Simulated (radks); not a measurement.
Numerical settings for the technetium ion Tc+, [Kr] 4d5 5s1. Method: scalar-relativistic Kohn-Sham, LDA (Slater exchange, Perdew-Wang correlation), spin-polarised, spherical densities, finite nucleus; open shells are filled with parallel spins first (spin-orbit coupling, left out, can overturn this in heavy ions); Fermi nuclear charge, rms radius 4.4112 fm; computed with a radial shooting solver on a logarithmic mesh with Libxc functionals. The defaults (mesh step 0.008 in ln r, mesh end at 40 bohr or more with all orbitals vanishing there, Anderson mixing 0.5 over 9 steps, residual threshold near 1e-9 with the energy settled to 1e-9 hartree or 1e-11 of itself, here a cap of 68 iterations) give E = -4281.0606 hartree and 5s at -12.431 eV in 14 iterations. Run on one thread of a shared host, so times are rough (Arm Neoverse N1): 0.24 s of CPU time, 0.24 s wall, 14 iterations on 2314 mesh points. Changes against that run (0 stands for a change within the tolerance of the run):

setting	iterations	converged	E (mhartree)	e(5s) (meV)	CPU (s)
mesh step in ln r 0.2	4	no	diverged	-	0.03
mesh step in ln r 0.003	14	yes	0	0	0.59
mesh step in ln r 0.005	14	yes	0	0	0.37
mesh end (bohr) 20	14	yes	0	0	0.23
mesh end (bohr) 3	13	level above zero	+1.36e+03	+2.52e+04	0.17
residual threshold 0.001	9	yes	0	+0.168	0.18
residual threshold 0.01	9	yes	0	+0.168	0.18
mixing 0.01	21	yes	0	0	0.33
linear mixing, mixing 0.05	68	no	+1.41	-131	0.98
linear mixing, mixing 0.8	64	yes	0	0	0.86
mixing history 2	20	yes	0	0	0.29
iteration cap 2	2	no	+407	-5.69e+03	0.05

Settled on a wrong energy, with an occupied level pushed above zero by the early mesh end: mesh end (bohr) 3 (+1.36 hartree). Apart from these: no run marked as converged misses the energy by more than 1 mhartree. A mesh that ends early acts as a hard wall.
